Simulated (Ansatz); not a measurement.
Basis-set extrapolation for B2Cl2H4, SMILES `[BH2-]1[Cl+][BH2-][Cl+]1` (PBE0-D4/def2-TZVP geometry, frozen core, the Gaussian-basis code of Ansatz). Multiplicity 1, RHF reference.

|  | def2-TZVPP | def2-QZVPP |
| --- | --- | --- |
| HF | -970.758266 | -970.786408 |
| MP2 correlation | -0.624073 | -0.676999 |
| CCSD(T) correlation | -0.705232 | -0.756307 |

Energies in hartree. Use E(X) = E(∞) + A·exp(−7.88·√X) for Hartree–Fock and E(X) = E(∞) + B·X^(−2.97) for correlation, with X = 3 and 4.

**Question.** What is the CCSD(T) energy at the basis-set limit?

**Answer.** HF limit: -970.786408 + (-0.028142) × 0.13774 = -970.79028. Correlation limit: -0.756307 + (-0.051075) × 0.74074 = -0.79414. Total: -971.58442 hartree, 317.5 kJ/mol below CCSD(T)/def2-TZVPP.
